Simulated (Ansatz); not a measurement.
Molecule: GaH, net charge 0, singlet state. SMILES: [GaH]

Atoms: Ga1, H2. Bonds: Ga1-H2.

Bond lengths (Å) and angles (degrees) optimised at HF/STO-3G with Ansatz (a first-principles code); HF/6-31G* with LANL2DZ past Ar with Ansatz; PBE/6-31G* with LANL2DZ past Ar with Ansatz; MP2/6-31G* with LANL2DZ past Ar with Ansatz, each started from the B3LYP-D3(BJ)/def2-TZVP structure (Ansatz) of the last column. A row stands for all coordinates that are equal there. 6-31G* holds six Cartesian d functions.

```csv
coordinate,HF/STO-3G,HF/6-31G* with LANL2DZ past Ar,PBE/6-31G* with LANL2DZ past Ar,MP2/6-31G* with LANL2DZ past Ar,B3LYP-D3(BJ)/def2-TZVP
Ga1-H2,1.335,1.691,1.731,1.714,1.689
```

Mean signed difference of all 1 bond lengths from B3LYP-D3(BJ)/def2-TZVP: HF/STO-3G -0.354 Å, HF/6-31G* with LANL2DZ past Ar 0.002 Å, PBE/6-31G* with LANL2DZ past Ar 0.042 Å, MP2/6-31G* with LANL2DZ past Ar 0.025 Å.
